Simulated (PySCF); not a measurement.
Two species compared at the same levels of theory.

First species: C4H8GeO3S.
Atom-mapped SMILES: `[O:1]=[S:2](=[O:3])([OH:4])[C:5]1=[CH:6][CH2:7][GeH2:8][CH2:9]1` (hydrogens: H10 on O4; H11 on C6; H12, H13 on C7; H14, H15 on Ge8; H16, H17 on C9)

Second species: Si₆H₁₂.
Geometry (PBE0-D3(BJ)/def2-SVP, Å), atoms numbered from 1 in this order:
```
atom  x, y, z in Å
Si1   -1.332    1.297   -1.253
Si2    0.738    2.065   -0.457
Si3    2.204    0.239   -0.291
Si4    1.327   -1.294    1.255
Si5   -0.737   -2.065    0.447
Si6   -2.205   -0.240    0.291
H7    -1.119    0.600   -2.562
H8    -2.278    2.437   -1.469
H9     1.301    3.120   -1.357
H10    0.545    2.655    0.906
H11    2.305   -0.428   -1.628
H12    3.571    0.689    0.121
H13    2.274   -2.432    1.479
H14    1.105   -0.594    2.561
H15   -1.301   -3.128    1.338
H16   -0.538   -2.645   -0.919
H17   -2.303    0.421    1.632
H18   -3.574   -0.688   -0.120
```

Levels: wB97X-D/def2-SVPD for HOMO energy, LUMO energy, HOMO–LUMO gap and static isotropic polarisability; TDDFT wB97X-D/def2-SVPD for lowest singlet excitation; TDA wB97X-D/def2-SVPD for lowest triplet excitation (Tamm–Dancoff); ΔSCF wB97X-D/def2-SVPD for vertical ionisation energy. Geometries: PBE0-D3(BJ)/def2-SVP. Each species is one conformer at its optimised geometry, gas phase, non-relativistic unless stated. Electronic properties by PySCF.

Values for the first species:

| Item | Value |
| --- | --- |
| HOMO energy | -9.94 eV |
| LUMO energy | 0.73 eV |
| HOMO–LUMO gap | 10.67 eV |
| Lowest singlet excitation | 6.58 eV |
| Lowest triplet excitation (Tamm–Dancoff) | 4.21 eV |
| Static isotropic polarisability | 104.3 au |
| Vertical ionisation energy | 9.99 eV |

(1) Estimate the same properties for the second species, and the change in each.

## Answers

(1) 
```
                                property     first    second  second less first
                             HOMO energy  -9.94 eV  -9.53 eV           +0.41 eV
                             LUMO energy   0.73 eV   0.86 eV           +0.13 eV
                           HOMO–LUMO gap  10.67 eV  10.39 eV           -0.28 eV
               lowest singlet excitation   6.58 eV   6.27 eV           -0.31 eV
lowest triplet excitation (Tamm–Dancoff)   4.21 eV   5.69 eV           +1.48 eV
         static isotropic polarisability  104.3 au  177.9 au           +73.6 au
              vertical ionisation energy   9.99 eV   9.51 eV           -0.48 eV
```

On the first: The principal polarisabilities are 84.5, 103.7 and 124.8 au; their mean is the isotropic value. S1 lies 4.09 eV below the HOMO–LUMO gap; its leading configuration is HOMO→LUMO, weight 0.81. The calculation is non-relativistic and has no spin–orbit coupling, an omission that weighs most on germanium.

On the second: The vertical singlet–triplet gap S1 − T1 is 0.58 eV (TDDFT singlet less Tamm–Dancoff triplet; S1: HOMO→LUMO, weight 0.82; T1: HOMO→LUMO, weight 0.81). The ΔSCF ionisation energy falls short of −ε(HOMO) by 0.02 eV with wB97X-D.
